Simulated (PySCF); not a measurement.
C₁₂H₉Cl, SMILES Clc1ccccc1-c1ccccc1 (GFN2-xTB optimised geometry):

```
22

Cl    -2.116    -0.933    -0.070
C     -1.242     0.563     0.000
C     -1.962     1.747     0.014
C     -1.292     2.957     0.028
C      0.092     2.981     0.017
C      0.802     1.795     0.000
C      0.151     0.563     0.000
C      0.940    -0.682    -0.008
C      0.750    -1.656     0.966
C      1.505    -2.815     0.952
C      2.455    -3.015    -0.035
C      2.656    -2.047    -1.004
C      1.907    -0.884    -0.989
H     -3.040     1.713     0.009
H     -1.854     3.879     0.043
H      0.619     3.923     0.023
H      1.882     1.808     0.000
H      0.018    -1.498     1.745
H      1.350    -3.565     1.714
H      3.040    -3.923    -0.048
H      3.397    -2.197    -1.775
H      2.055    -0.132    -1.750
```

Calculation: CAM-B3LYP/def2-SVP (PySCF).

What are the frontier orbital energies and the dipole moment?

HOMO-2 -8.48 eV, HOMO-1 -8.38 eV, HOMO -7.85 eV, LUMO 0.35 eV, LUMO+1 0.78 eV; dipole moment 1.27 D.

Meta-Löwdin charges at CAM-B3LYP/def2-SVP: Cl1 -0.07, C2 0.02, C3 -0.11, C4 -0.10, C5 -0.10, C6 -0.10, C7 0.00, C8 0.00, C9 -0.10, C10 -0.10, C11 -0.10, C12 -0.10, C13 -0.11, H14 0.12, H15 0.11, H16 0.11, H17 0.11, H18 0.11, H19 0.10, H20 0.10, H21 0.10, H22 0.10.
